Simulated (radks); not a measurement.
Rb, configuration [Kr] 5s1.

All-electron calculation, scalar-relativistic Kohn-Sham, LDA (Slater exchange, VWN5 correlation), spin-polarised, spherical densities, finite nucleus; open shells are filled with parallel spins first (spin-orbit coupling, left out, can overturn this in heavy ions); Fermi nuclear charge, rms radius 4.2036 fm; hard spherical wall at 7 bohr. Program: a radial shooting solver on a logarithmic mesh with Libxc functionals.

Energy parts (hartree):
| part | energy |
|---|---|
| total | -2977.59490 |
| kinetic | 3048.69804 |
| electron-nucleus | -7181.56276 |
| Hartree | 1252.40012 |
| exchange-correlation | -97.13030 |

Orbitals (lengths in bohr, moments of r in powers of bohr; <r^-3> diverges for s and p1/2):
1s up: occ. 1; eigenvalue (hartree) -551.5497; <r> 0.04034
1s down: occ. 1; eigenvalue (hartree) -551.5491; <r> 0.04034
2s up: occ. 1; eigenvalue (hartree) -73.64979; <r> 0.1781
2s down: occ. 1; eigenvalue (hartree) -73.64940; <r> 0.1781
2p up: occ. 3; eigenvalue (hartree) -65.34450; <r^-3> 1642; <r> 0.1552
2p down: occ. 3; eigenvalue (hartree) -65.34415; <r^-3> 1642; <r> 0.1552
3s up: occ. 1; eigenvalue (hartree) -10.86586; <r> 0.5117
3s down: occ. 1; eigenvalue (hartree) -10.86522; <r> 0.5116
3p up: occ. 3; eigenvalue (hartree) -8.20254; <r^-3> 249.4; <r> 0.5196
3p down: occ. 3; eigenvalue (hartree) -8.20186; <r^-3> 249.4; <r> 0.5195
3d up: occ. 5; eigenvalue (hartree) -3.78147; <r^-3> 30.93; <r> 0.5258
3d down: occ. 5; eigenvalue (hartree) -3.78071; <r^-3> 30.93; <r> 0.5257
4s up: occ. 1; eigenvalue (hartree) -1.12962; <r> 1.456
4s down: occ. 1; eigenvalue (hartree) -1.12710; <r> 1.454
4p up: occ. 3; eigenvalue (hartree) -0.54648; <r^-3> 24.25; <r> 1.742
4p down: occ. 3; eigenvalue (hartree) -0.54191; <r^-3> 24.51; <r> 1.729
5s up: occ. 1; eigenvalue (hartree) -0.02874; <r> 3.886
5s down: occ. 0; eigenvalue (hartree) -0.00114; <r> 3.883
4d up: occ. 0; eigenvalue (hartree) 0.07418; <r^-3> 0.5882; <r> 3.374
5p up: occ. 0; eigenvalue (hartree) 0.08919; <r^-3> 4.473; <r> 4.169
4d down: occ. 0; eigenvalue (hartree) 0.09574; <r^-3> 0.6513; <r> 3.307
5p down: occ. 0; eigenvalue (hartree) 0.11608; <r^-3> 4.324; <r> 4.187
6s up: occ. 0; eigenvalue (hartree) 0.45015; <r> 4.145
6s down: occ. 0; eigenvalue (hartree) 0.46761; <r> 4.145

The highest occupied level is 5s up at -0.782 eV. Spin moment in Bohr magnetons: 1. Summed over all electrons, <r^2> = 48.46 bohr^2, which gives a Langevin (diamagnetic) susceptibility term of -38.4 x 10^-6 cm^3/mol. The spin density at the nucleus is 6.551 e/bohr^3 (1s 0.037, 2s 0.006, 3s -0.013, 4s -0.099, 5s 6.619).
